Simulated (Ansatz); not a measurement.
A nudged elastic band was laid between two geometries of CH₆SiTe (9 atoms, charge 0, multiplicity 1).

All numbers below come from Ansatz 0.2.0, RKS PBE-D4/def2-SVP.

```yaml
movable_images: 5
climbing_image: yes
spring: 5.0 eV/Å²
optimiser: quadratic models (default)
start_path: IDPP
force_threshold: 0.05 eV/Å
iteration_limit: 60
end_points: relaxed
```

First end point:

```xyz
9
Properties=species:S:1:pos:R:3
C -0.801 0.733 -0.611
Si 0.383 -0.697 -0.268
Te 2.009 -0.184 1.601
H -1.472 0.481 -1.458
H -0.237 1.653 -0.864
H -1.428 0.943 0.279
H 1.277 -0.964 -1.449
H -0.387 -1.951 0.049
H 0.744 -0.059 2.704
```

Last end point:

```xyz
9
Properties=species:S:1:pos:R:3
C -0.955 0.591 -0.532
Si 0.301 -0.768 -0.161
Te 2.393 0.124 0.948
H -0.504 1.374 -1.173
H -1.302 1.068 0.407
H -1.839 0.166 -1.053
H 0.817 -1.401 -1.426
H -0.319 -1.839 0.696
H 1.496 0.638 2.277
```

Task: Which bonds break or form, and what moves?

Result: No bond is made or broken. The dihedral H4–C1–Si2–Te3 goes from 178 to 57°. The two ends are copies of one structure, up to a mirror image or an exchange of like atoms.

Task: Give the energies along the band, and the barrier.

Result: The run converged. The highest image is number 3 of 0 to 6, 1.6 kcal/mol above the ends, which have the same energy within 2 meV. A vibrational analysis at the climbing image gives one clearly imaginary mode, 167i cm⁻¹: a first-order saddle point.

```
image  path coordinate (Å)  energy (kcal/mol)  dihedral H4–C1–Si2–Te3 (°)
    0                 0.00                0.0                         178
    1                 0.57                0.4                         158
    2                 1.14                1.2                         138
    3                 1.72                1.6                         118
    4                 2.29                1.2                          97
    5                 2.86                0.4                          77
    6                 3.44                0.0                          57
```

Task: What is the geometry of the highest image?

Result: 
```xyz
9
Properties=species:S:1:pos:R:3
C -0.929 0.646 -0.552
Si 0.301 -0.754 -0.189
Te 2.347 0.013 1.091
H -1.036 0.792 -1.645
H -0.585 1.603 -0.113
H -1.926 0.407 -0.132
H 0.891 -1.322 -1.452
H -0.371 -1.872 0.563
H 1.396 0.442 2.412
```

Task: What are the harmonic wavenumbers there?

Result: 167i, 128, 168, 313, 393, 540, 667, 674, 714, 823, 838, 900, 1213, 1380, 1388, 2053, 2153, 2164, 2984, 3086, 3092 cm⁻¹.

The run took 36 s on 1 thread of Intel(R) Xeon(R) Platinum 8559C (Emerald Rapids) (shared host), peak memory 0.14 GiB.
